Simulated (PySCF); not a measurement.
Below is a simulated gas-phase C 1s photoelectron spectrum of `C(#C)C[C@@H]1CCO1`.

Every computed line was given a Gaussian of 0.4 eV full width at half maximum and an area set by the number of equivalent atoms; the highest printed point is 100. Level of theory: PySCF, delta-SCF UKS SCAN, pcX-2 on the ionised atom, pcseg-1 elsewhere, spin-free X2C.

binding energy (eV), intensity and a bar:
```
    289.7          0 
    289.8          2 #
    289.9          8 ##
    290.0         20 ######
    290.1         38 ###########
    290.2         51 ###############
    290.3         49 ###############
    290.4         38 ###########
    290.5         35 ##########
    290.6         51 ###############
    290.7         80 ########################
    290.8         97 #############################
    290.9         88 ##########################
    291.0         59 ##################
    291.1         32 #########
    291.2         22 #######
    291.3         30 #########
    291.4         45 ##############
    291.5         51 ###############
    291.6         42 ############
    291.7         26 ########
    291.8         20 ######
    291.9         34 ##########
    292.0         66 ####################
    292.1         96 #############################
    292.2        100 ##############################
    292.3         73 ######################
    292.4         38 ###########
    292.5         14 ####
    292.6          4 #
    292.7          1
```

Q: How many maxima does the curve show, and how many computed lines lie under it?

A: The curve has 4 maxima (at 290.2, 290.8, 291.5 and 292.2 eV). Under it lie 6 lines from 6 inequivalent carbon sites. At this width some lines have no maximum of their own.

Q: Decompose the envelope and assign each component. Numbering: `[CH:1]#[C:2][CH2:3][C@@H:4]1[CH2:5][CH2:6][O:7]1`.

A: 
```tsv
position (eV)	relative area	line	atoms	environment
290.23	1	C 1s	C1	terminal alkyne carbon
290.76	1	C 1s	C2	alkyne carbon
290.87	1	C 1s	C5	four-membered-ring carbon
291.49	1	C 1s	C3	propargylic carbon
292.16	1	C 1s	C4	sp3 carbon bound to oxygen
292.16	1	C 1s	C6	sp3 carbon bound to oxygen
```

Q: What are the centre and the root-mean-square width of the whole band?

A: The area-weighted mean of the lines is 291.28 eV. Their own spread about it is 0.72 eV (rms) and each Gaussian has σ = 0.4/2.355 = 0.17 eV; the variances add, which gives 0.74 eV.

The listed C 1s values span 1.93 eV, from C1 (bonded to C (triple bond) and H) to C6 (bonded to O, C and 2 H). Summing the Pauling electronegativity differences to the bonded atoms, each weighted by its formal bond order, gives -0.35 for the lowest site and +0.19 for the highest; the largest sum, +0.54, belongs to C4, 0.00 eV below the top. The smallest sum, -0.70, belongs to C5, 0.64 eV above the lowest. The values 292.16 and 292.16 eV lie too close for their order to be trusted.

The curve has no shake-up lines and no vibrational structure. The unrestricted hole states depart most from a pure doublet (⟨S²⟩ = 0.75; over 0.85 named) for C 1s of C2 (0.87), which makes this value less certain. The structure is a single PBE0-D3(BJ)/def2-SVP conformer in the gas phase; no vibrational or solvent corrections.

Shape of the structure used: `[CH:1]#[C:2][CH2:3][C@@H:4]1[CH2:5][CH2:6][O:7]1`: C2–C3–C4–C5 -72°.
